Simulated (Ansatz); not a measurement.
A structure relaxed at PBE0-D4/def2-TZVP, charge 0, multiplicity 1:

Cartesian coordinates in Å:
```
O -1.261 -0.270 -1.784
Si -1.328 0.450 -0.315
S -0.419 -0.729 1.233
Si 1.584 -0.248 0.793
F 2.052 1.020 1.620
F 2.488 -1.456 1.271
H -1.615 -1.157 -1.872
H -0.612 1.733 -0.478
H -2.718 0.635 0.164
H 1.829 0.022 -0.632
```

Question: Give its formula and SMILES.

Answer: F2H4OSSi2, `O[SiH2]S[SiH](F)F`.

Question: Summarise the bond lengths by kind.

Answer: 1 × O–Si 1.637 Å; 1 × H–O 0.959 Å; 2 × S–Si 2.105 to 2.148 Å; 3 × H–Si 1.472 to 1.481 Å; 2 × F–Si 1.583 to 1.584 Å.

All numbers were calculated with Ansatz.
